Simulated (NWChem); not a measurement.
Basis-set dependence for Ge$_{2}$

```xyz
2

Ge     0.0000     0.0000     1.1338
Ge     0.0000     0.0000    -1.1338
```
Charge 0, spin multiplicity 3.

Program: NWChem. The geometry was optimised at UPBE0/def2-SVP, a minimum by its harmonic frequencies.

Hartree-Fock energies in Ha, correlation energies in mHa.

The Hamiltonian is non-relativistic. The correlated methods keep 18 core orbitals frozen. The Pople sets run with spherical d functions. This spin state was chosen for the runs; another may lie lower. The structure started from a generated list of species. The unpaired electrons of the parent sit in orbitals of symmetry ag and b2u (D2h labels of the run); other states weren't searched. No SCF solution was tested for a lower state. Open-shell Hartree-Fock references start from PBE0 orbitals. Coupled-cluster values serve here as a point of comparison, not as the truth.

```csv
basis,functions,UHF,UMP2,SCS-UMP2,CCSD on ROHF,CCSD[T] on ROHF,CCSD(T) on ROHF,CCSD on UHF,CCSD[T] on UHF,CCSD(T) on UHF
def2-SVP,64,-4150.14485,-402.9,-368.5,-407.7,-427.9,-426.3,-402.8,-422.2,-420.5
6-311G**,88,-4150.58467,-445.0,-405.4,-447.3,-469.2,-467.5,-442.2,-463.3,-461.4
def2-TZVP,96,-4150.67388,-433.5,-399.0,not run,not run,not run,not run,not run,not run
def2-QZVP,150,-4150.75749,-545.2,-500.7,not run,not run,not run,not run,not run,not run
```

From def2-TZVP to def2-QZVP the Hartree-Fock energy moves by -83.6 mHa and the UMP2 correlation energy by -111.7 mHa, which is 20 % of its value in the larger set.
